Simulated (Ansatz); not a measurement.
`[SiH3]B[SiH2][SiH3]` + `C[SiH2]O` → `C[SiH2]OB[SiH3]` + `[SiH3][SiH3]`  (cleavage of the B–Si bond)

Gas-phase electronic energies from Ansatz, PBE0-D4/def2-TZVP geometries. CCSD(T)/CBS is the MP2 limit (def2-TZVPP, def2-QZVPP) plus CCSD(T) − MP2 in def2-TZVPP, frozen cores. This one scheme is used for every species. DFT in def2-TZVPP. B3LYP here is the variant with VWN-RPA as its local correlation; programs differ in this. One conformer a species, not always the lowest.

`[SiH3]B[SiH2][SiH3]`:

Cartesian coordinates in Å:
```
Si -1.980 -0.237 -1.196
B -0.082 0.409 -1.216
Si 0.756 1.204 0.387
Si 1.495 -0.787 1.420
H -2.161 -1.556 -1.863
H -2.758 0.779 -1.970
H -2.567 -0.314 0.170
H 0.583 0.221 -2.193
H -0.190 1.851 1.337
H 1.941 2.083 0.184
H 2.116 -0.471 2.734
H 0.348 -1.707 1.641
H 2.499 -1.475 0.566
```

`C[SiH2]O`:

```xyz
9

C    -0.235    0.913   -0.698
Si    0.080   -0.754    0.073
O     0.901   -0.647    1.502
H    -0.739    0.794   -1.662
H     0.702    1.449   -0.867
H    -0.874    1.533   -0.064
H     0.945   -1.580   -0.805
H    -1.226   -1.448    0.273
H     0.445   -0.260    2.250
```

`C[SiH2]OB[SiH3]`:

Cartesian coordinates in Å:
```
C 1.368 2.065 0.063
Si 0.981 0.808 -1.249
O -0.027 -0.398 -0.695
B -0.614 -0.663 0.485
Si -1.798 -2.298 0.710
H 1.873 1.610 0.917
H 0.464 2.560 0.423
H 2.030 2.829 -0.355
H 2.214 0.133 -1.724
H 0.286 1.433 -2.401
H -0.428 0.085 1.418
H -1.927 -3.121 -0.525
H -1.259 -3.167 1.797
H -3.165 -1.876 1.136
```

`[SiH3][SiH3]`:

```xyz
8

Si    0.767   -0.492   -0.733
Si   -0.767    0.492    0.732
H     1.447    0.552   -1.545
H     1.797   -1.246    0.030
H     0.072   -1.433   -1.652
H    -1.795    1.249   -0.030
H    -0.071    1.430    1.654
H    -1.449   -0.553    1.543
```

Task: Is it downhill or uphill in electronic energy at CCSD(T)/CBS, and by how much? (An estimate is asked.)

Result: Computed: Downhill: ΔE = -1.44 eV.

Task: What do these levels give: PBE-D4, r2SCAN-D4, ωB97M-V, B2PLYP, r2SCAN, PBE0, B3LYP, MP2/def2-TZVPP, CCSD(T)/def2-TZVPP, HF/def2-QZVPP, MP2/CBS(def2), CCSD/CBS(def2)? (An estimate is asked.)

Result: Computed: PBE-D4 -1.32, r2SCAN-D4 -1.40, ωB97M-V -1.50, B2PLYP -1.54, r2SCAN -1.40, PBE0 -1.38, B3LYP -1.54, MP2/def2-TZVPP -1.50, CCSD(T)/def2-TZVPP -1.47, HF/def2-QZVPP -1.70, MP2/CBS(def2) -1.47, CCSD/CBS(def2) -1.46 eV.

Largest T1 diagnostic among the species: 0.015.

From PBE to PBE0 (25 % exact exchange), in def2-TZVPP and without D4, ΔE moves by −0.04 eV. The D4 term adds +0.04 eV with B3LYP and +0.02 eV with PBE0; it sums over pairs of atoms, weighted by their polarisabilities, and B3LYP, whose exchange is more repulsive, gets the larger term.
